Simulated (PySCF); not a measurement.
Isomers of C4H7FO2. Level of theory: PBE0-D3(BJ)/def2-SVP geometry optimisation, gas phase (PySCF 2.14.0). One conformer each; no zero-point energy, no entropy. No frequencies were run at this level. Point groups hold within 0.08 Å.

Question: Rank from lowest to highest electronic energy at this level (kJ/mol).
A. `[F:1][C@H:2]1[CH2:3][O:4][CH2:5][CH2:6][O:7]1` with F1–C2–C3–O4 72°, C2–C3–O4–C5 54°, C3–O4–C5–C6 -58°, O4–C5–C6–O7 58°
B. `[CH3:1][C@@H:2]([F:3])[O:4][C@H:5]1[CH2:6][O:7]1` with C1–C2–O4–C5 171°, C2–O4–C5–C6 -144°

Answer: A (0.0), B (63.5).

As drawn, the higher has a three-membered ring, which the lower lacks.

```
              SMILES      E (Eh)  E rel (kJ/mol)  dipole (D)  point group     A, B, C (MHz)
       F[C@H]1COCCO1  -406.17437             0.0        1.71           C1  4066, 2883, 2151
C[C@@H](F)O[C@H]1CO1  -406.15020            63.5        1.04           C1  6247, 1589, 1446
```
